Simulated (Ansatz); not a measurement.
Isolated molecules relaxed with PBE0-D4/def2-TZVP in Ansatz; ΔE leaves out vibrations. CCSD(T)/CBS adds triple-zeta CCSD(T) − MP2 to the extrapolated MP2 energy (def2 sets, frozen cores). This one scheme is used for every species. DFT in def2-TZVPP. Each species was taken in one conformer, which may not be the lowest.

`N[SiH](O)O` + `[SiH3]S` → `N[SiH](O)S[SiH3]` + H₂O  (ligand exchange at the Si–O bond)

| level | ΔE (eV) |
| --- | --- |
| B97M-V | 0.43 |
| r2SCAN0-D4 | 0.41 |
| BHLYP-D4 | 0.45 |
| PBE-QIDH | 0.39 |
| revPBE | 0.40 |
| RPA@PBE/def2-TZVPP | 0.48 |
| HF/def2-QZVPP | 0.66 |
| SCS-MP2/def2-QZVPP | 0.43 |

(1) What does CCSD(T)/CBS give? (An estimate is asked.)

(2) What do rigid-rotor, harmonic-oscillator terms from PBE0-D4/def2-TZVP frequencies (298.15 K, 1 bar) make of the CCSD(T)/CBS value? (Best estimate.)

Largest T1 diagnostic among the species: 0.011.

Answers

(1) The calculation gave: +0.39 eV. The listed levels differ from it by 0.04, 0.02, 0.06, 0.00, 0.01, 0.09, 0.27, 0.04 eV.

(2) Ansatz gave: ΔZPE = +0.02 eV, ΔH = +0.45 eV, ΔS = -8 J/(mol·K), ΔG = +0.47 eV. Modes under 50 cm⁻¹ make the entropy rough.

Leaving LDA and LC-ωPBE aside and taking each functional with its dispersion term where it has one, the values, not all of them listed here, spread over 0.25 eV, from revPBE-D4 to B2PLYP. In def2-TZVPP, CCSD(T) changes the Hartree–Fock value by −0.20 eV (the triples alone add −0.04 eV) and MP2 by −0.26 eV.
